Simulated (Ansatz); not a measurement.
Geometry optimisation, Ansatz 0.2.0, DFT PBE, scalar-relativistic, plane waves, PAW.

Input file:

```yaml
crystal:
  lattice:
    - [0.0, 5.43, 5.43]
    - [5.43, 0.0, 5.43]
    - [5.43, 5.43, 0.0]
  atoms:
    - { symbol: Si, position: [0.0, 0.0, 0.0] }
    - { symbol: Si, position: [0.125, 0.125, 0.125] }
    - { symbol: Si, position: [0.0, 0.0, 0.5] }
    - { symbol: Si, position: [0.125, 0.125, 0.625] }
    - { symbol: Si, position: [0.0, 0.5, 0.0] }
    - { symbol: Si, position: [0.125, 0.625, 0.125] }
    - { symbol: Si, position: [0.0, 0.5, 0.5] }
    - { symbol: Si, position: [0.125, 0.625, 0.625] }
    - { symbol: Si, position: [0.5, 0.0, 0.0] }
    - { symbol: Si, position: [0.625, 0.125, 0.125] }
    - { symbol: Si, position: [0.5, 0.0, 0.5] }
    - { symbol: Si, position: [0.625, 0.125, 0.625] }
    - { symbol: Si, position: [0.5, 0.5, 0.0] }
    - { symbol: Si, position: [0.625, 0.625, 0.125] }
    - { symbol: Si, position: [0.5, 0.5, 0.5] }
    - { symbol: Si, position: [0.625, 0.625, 0.625] }
    - { symbol: Cu, position: [0.36880864, 0.87549661, 0.37300573] }
total_charge: 1
basis:
  ecutwfc: 420.0
kpoints:
  mp_grid: { grid: [2, 2, 2] }
hamiltonian:
  xc: pbe
  pseudopotentials: { kind: paw, azcp: { folder: soft_1 } }
scf:
  occupations: { method: gaussian, width: 0.05 }
  lower_state_search: "off"
relax:
  f_tol: 0.03
  max_steps: 60
  adjacent_minimum: "off"
output:
  write_density: true
  write_potential: true
  elf: true
  volumetric_format: npy
```

Command:

```bash
$ ansatz run input.yaml --threads 1 --pin off --max-ram 3072MiB --backend cpu --events-out ev --progress --plain --runs-dir out
```

Where does it end, and by what steps?

It converged. Limits of this set-up: coarse k mesh, charged cell in a uniform background, uncorrected. After 10 steps the energy has fallen by 0.141 eV; Si3 moved furthest, 0.24 Å.

```
step  energy less start (eV)  largest force component (eV/Å)  accepted
   0                  0.0000                           0.639       yes
   1                 -0.0985                           0.205       yes
   2                 -0.1067                           0.039       yes
   3                 -0.1064                           0.223        no
   4                 -0.1141                           0.091       yes
   5                 -0.1219                           0.171       yes
   6                 -0.1314                           0.126       yes
   7                 -0.1351                           0.110       yes
   8                 -0.1362                           0.111       yes
   9                 -0.1405                           0.033       yes
  10                 -0.1409                           0.025       yes
```

```xyz
17
Lattice="0.0000 5.4300 5.4300 5.4300 0.0000 5.4300 5.4300 5.4300 0.0000" Properties=species:S:1:pos:R:3
Si -0.060 0.057 0.037
Si 1.399 1.361 1.318
Si 2.854 2.573 -0.141
Si 4.062 4.030 1.316
Si 2.683 0.061 2.777
Si 4.024 1.411 4.125
Si 5.371 2.752 2.772
Si 6.829 4.032 4.077
Si -0.005 2.770 2.721
Si 1.309 4.115 4.142
Si 2.648 5.428 2.714
Si 4.193 6.655 3.942
Si 2.672 2.762 5.477
Si 4.007 4.119 6.836
Si 5.426 5.435 5.487
Si 6.740 6.857 6.830
Cu 6.928 3.909 6.629
```

Run time: 93 s on 1 thread of Arm Neoverse V1, with other jobs on the host, peak memory 0.59 GiB.
